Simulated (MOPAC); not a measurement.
Input file for MOPAC: PM6 on CH6OSi (SMILES OC[SiH3]).

```
PM6 1SCF PRECISE CHARGE=0 THREADS=1
CH6OSi

O     -1.63052912 1     0.36303370 1     0.57016525 1
C     -0.71069769 1    -0.49261033 1    -0.12386364 1
Si     1.08043872 1     0.11095776 1     0.02722902 1
H     -1.58345677 1     1.24427358 1     0.18424992 1
H     -0.81117066 1    -1.47634422 1     0.33858648 1
H     -0.99619061 1    -0.61357107 1    -1.17673328 1
H      1.98758301 1    -0.73587465 1    -0.78689693 1
H      1.51924686 1     0.09204280 1     1.44086326 1
H      1.14477627 1     1.50809245 1    -0.47360007 1
```

Output:

```
*******************************************************************************
 **                                                                           **
 **                              MOPAC v23.2.5                                **
 **                                                                           **
 *******************************************************************************
 ** MOPAC's Digital Object Identifier: https://doi.org/10.5281/zenodo.6511958 **
 **                                                                           **
 ** Please cite the open-source release paper for use of this MOPAC version:  **
 ** J. E. Moussa and J. J. P. Stewart (2026)                                  **
 ** MOPAC: An open-source semiempirical molecular orbital program             **
 ** J. Open Source Softw., 11(119), 8025, https://doi.org/10.21105/joss.08025 **
 *******************************************************************************

                              PM6 CALCULATION RESULTS

 *******************************************************************************
 *  PM6        - The PM6 Hamiltonian to be used
 *
 *
 *
 *                 CHARGE ON SYSTEM = 0
 *
 *
 *
 *  PRECISE    - TIGHTER CRITERIA TO BE USED
 *  1SCF       - DO 1 SCF AND THEN STOP
 *  THREADS=1  - MULTI-THREADING NOT USED
 *  T=         - A TIME OF 172800.0 SECONDS REQUESTED
 *  DUMP=N     - RESTART FILE WRITTEN EVERY 7200.0 SECONDS REQUESTED
 *******************************************************************************
PM6 1SCF PRECISE CHARGE=0 THREADS=1
 CH6OSi

   ATOM   CHEMICAL          X               Y               Z
  NUMBER   SYMBOL      (ANGSTROMS)     (ANGSTROMS)     (ANGSTROMS)

     1       O         -1.63052912  *   0.36303370  *   0.57016525  *
     2       C         -0.71069769  *  -0.49261033  *  -0.12386364  *
     3      Si          1.08043872  *   0.11095776  *   0.02722902  *
     4       H         -1.58345677  *   1.24427358  *   0.18424992  *
     5       H         -0.81117066  *  -1.47634422  *   0.33858648  *
     6       H         -0.99619061  *  -0.61357107  *  -1.17673328  *
     7       H          1.98758301  *  -0.73587465  *  -0.78689693  *
     8       H          1.51924686  *   0.09204280  *   1.44086326  *
     9       H          1.14477627  *   1.50809245  *  -0.47360007  *



          CARTESIAN COORDINATES

    NO.       ATOM           X           Y           Z

     1         O         -1.6305      0.3630      0.5702
     2         C         -0.7107     -0.4926     -0.1239
     3        Si          1.0804      0.1110      0.0272
     4         H         -1.5835      1.2443      0.1842
     5         H         -0.8112     -1.4763      0.3386
     6         H         -0.9962     -0.6136     -1.1767
     7         H          1.9876     -0.7359     -0.7869
     8         H          1.5192      0.0920      1.4409
     9         H          1.1448      1.5081     -0.4736

 General Reference for PM6:
 "Optimization of Parameters for Semiempirical Methods V: Modification of NDDO Approximations
 and Application to 70 Elements", J. J. P. Stewart, J. Mol. Mod., 13, 1173-1213 (2007)
 URL: https://link.springer.com/article/10.1007/s00894-007-0233-4

           Empirical Formula: C H6 O Si  =     9 atoms



      MOLECULAR POINT GROUP   :   C1


      RHF CALCULATION, NO. OF DOUBLY OCCUPIED LEVELS = 10


 -------------------------------------------------------------------------------
 PM6 1SCF PRECISE CHARGE=0 THREADS=1
 CH6OSi



     1SCF WAS SPECIFIED, SO BFGS WAS NOT USED
     SCF FIELD WAS ACHIEVED


                              PM6 CALCULATION
                                                       MOPAC v23.2.5 Linux




          FINAL HEAT OF FORMATION =        -38.43191 KCAL/MOL =    -160.79913 KJ/MOL


          COSMO AREA              =        106.44 SQUARE ANGSTROMS
          COSMO VOLUME            =         94.12 CUBIC ANGSTROMS

          IONIZATION POTENTIAL    =          9.678148 EV
          HOMO LUMO ENERGIES (EV) =         -9.678  0.185
          NO. OF FILLED LEVELS    =         10
          MOLECULAR WEIGHT        =         62.1433         POINT GROUP:  C1

          MOLECULAR DIMENSIONS (Angstroms)

            Atom       Atom       Distance
            H     7    H     4     4.19719
            H     5    H     9     3.63250
            H     8    H     6     3.28457


          SCF CALCULATIONS        =          1





   ATOM   CHEMICAL          X               Y               Z
  NUMBER   SYMBOL      (ANGSTROMS)     (ANGSTROMS)     (ANGSTROMS)

     1       O         -1.63052912  *   0.36303370  *   0.57016525  *
     2       C         -0.71069769  *  -0.49261033  *  -0.12386364  *
     3      Si          1.08043872  *   0.11095776  *   0.02722902  *
     4       H         -1.58345677  *   1.24427358  *   0.18424992  *
     5       H         -0.81117066  *  -1.47634422  *   0.33858648  *
     6       H         -0.99619061  *  -0.61357107  *  -1.17673328  *
     7       H          1.98758301  *  -0.73587465  *  -0.78689693  *
     8       H          1.51924686  *   0.09204280  *   1.44086326  *
     9       H          1.14477627  *   1.50809245  *  -0.47360007  *

                             CARTESIAN COORDINATES

   1    O       -1.630529120     0.363033700     0.570165250
   2    C       -0.710697690    -0.492610330    -0.123863640
   3   Si        1.080438720     0.110957760     0.027229020
   4    H       -1.583456770     1.244273580     0.184249920
   5    H       -0.811170660    -1.476344220     0.338586480
   6    H       -0.996190610    -0.613571070    -1.176733280
   7    H        1.987583010    -0.735874650    -0.786896930
   8    H        1.519246860     0.092042800     1.440863260
   9    H        1.144776270     1.508092450    -0.473600070


           Empirical Formula: C H6 O Si  =     9 atoms



      MOLECULAR POINT GROUP   :   C1


                  EIGENVALUES
 -29.98832 -24.35964 -18.88778 -17.26090 -15.14737 -14.04365 -11.96854 -11.72263
 -11.49129  -9.67815   0.18508   0.79431   0.85879   1.23029   1.48794   2.40957
   3.02040   4.04413   4.36777   4.48482   5.21006   5.71214   6.19931


              NET ATOMIC CHARGES AND DIPOLE CONTRIBUTIONS

  ATOM NO.   TYPE          CHARGE      No. of ELECS.   s-Pop       p-Pop       d-Pop
    1          O          -0.492139        6.4921     1.81541     4.67673
    2          C          -0.354758        4.3548     1.09636     3.25840
    3         Si           0.251214        3.7488     1.21648     1.95734     0.57497
    4          H           0.299039        0.7010     0.70096
    5          H           0.179016        0.8210     0.82098
    6          H           0.149555        0.8504     0.85045
    7          H          -0.010862        1.0109     1.01086
    8          H          -0.005920        1.0059     1.00592
    9          H          -0.015145        1.0151     1.01514
 DIPOLE           X         Y         Z       TOTAL
 POINT-CHG.     2.451     0.118    -1.359     2.805
 HYBRID        -1.173    -0.041    -0.101     1.178
 SUM            1.278     0.078    -1.460     1.942


          ATOMIC ORBITAL ELECTRON POPULATIONS

     Atom    s        px        py        pz      x^2-y^2     xz        z^2       yz        xy
    1  O   1.81541   1.66137   1.34817   1.66719
    2  C   1.09636   1.12305   1.05429   1.08106
    3 Si   1.21648   0.53982   0.69535   0.72218   0.14264   0.11159   0.14244   0.08446   0.09383
    4  H   0.70096
    5  H   0.82098
    6  H   0.85045
    7  H   1.01086
    8  H   1.00592
    9  H   1.01514

 **********************
 *                    *
 * JOB ENDED NORMALLY *
 *                    *
 **********************




 == MOPAC DONE ==
```

The run finished.

Cost: very roughly 0.020 core-seconds.
